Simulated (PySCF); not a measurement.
## Working out the ionisation energy of Co

Co [Ar] 3d7 4s2 (4F) → Co+ [Ar] 3d8 (3F). All numbers are calculated (PySCF 2.14, the spin-free X2C one-electron Hamiltonian (Gaussian nucleus), in x2c-SVPall). Frozen: [Ar]. Energies in hartree (1 hartree = 27.21139 eV):

```
             part    Co (lower)   Co+ (upper)
              UHF  -1391.640181  -1391.337194
MP2 opposite-spin     -0.092798     -0.115406
    MP2 same-spin     -0.056327     -0.073137
```

What does Hartree-Fock give?

(-1391.337194) − (-1391.640181) = 0.302987 hartree = 8.245 eV.

What do MP2 and SCS-MP2 (6/5 opposite-spin, 1/3 same-spin) give?

The opposite-spin parts differ by -0.615 eV and the same-spin parts by -0.457 eV. MP2: 8.245 + (-0.615) + (-0.457) = 7.173 eV. SCS-MP2: 8.245 + 1.2 × (-0.615) + (-0.457)/3 = 7.355 eV.

Measured between the centres of the two terms (NIST): 7.869 eV, so MP2 (valence) is off by -0.696 eV.

A double-zeta basis recovers only part of the correlation energy.

What remains against the reference includes basis incompleteness, the frozen core and correlation beyond second order.
